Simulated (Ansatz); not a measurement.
Consider the substitution at a C–Br bond: `CC(C)Br` + `CC(C)[O][Sn][OH]` → `CC(C)[O][Sn][O]C(C)C` + HBr.

Gas-phase electronic energies from Ansatz, PBE0-D4/def2-TZVP geometries. CBS: MP2 limit from def2 TZ/QZ plus the TZ coupled-cluster correction, frozen cores. Functionals use def2-TZVPP. B3LYP here is the variant with VWN-RPA as its local correlation; programs differ in this. Elements past krypton have def2 core potentials. For Br, Sn outer-core shells are correlated without core-valence functions, which leaves a few kJ/mol of doubt a bond. Scalar relativity is left out up to krypton. Each species was taken in one conformer, which may not be the lowest.

| level | ΔE (kcal/mol) | difference from CCSD(T)/CBS |
| --- | --- | --- |
| PBE-D4 | 4.8 | 0.0 |
| r2SCAN-D4 | 4.3 | -0.5 |
| PBE0-D4 | 4.8 | 0.0 |
| B3LYP-D4 | 4.0 | -0.8 |
| B2PLYP | 5.1 | 0.3 |
| PBE | 5.9 | 1.1 |
| PBE0 | 5.8 | 1.0 |
| B3LYP | 5.4 | 0.6 |
| HF/def2-TZVPP | 4.3 | -0.5 |
| MP2/def2-TZVPP | 5.4 | 0.6 |
| SCS-MP2/def2-TZVPP | 4.9 | 0.1 |
| CCSD(T)/def2-TZVPP | 3.6 | -1.2 |
| MP2/def2-QZVPP | 6.1 | 1.3 |
| SCS-MP2/def2-QZVPP | 5.6 | 0.8 |
| HF/CBS(def2) | 4.3 | -0.5 |
| MP2/CBS(def2) | 6.6 | 1.8 |
| CCSD(T)/CBS | 4.8 | 0 |

Largest T1 diagnostic among the species: 0.016.

The D4 term adds −1.4 kcal/mol with B3LYP and −1.0 kcal/mol with PBE0; it sums over pairs of atoms, weighted by their polarisabilities, and B3LYP, whose exchange is more repulsive, gets the larger term.
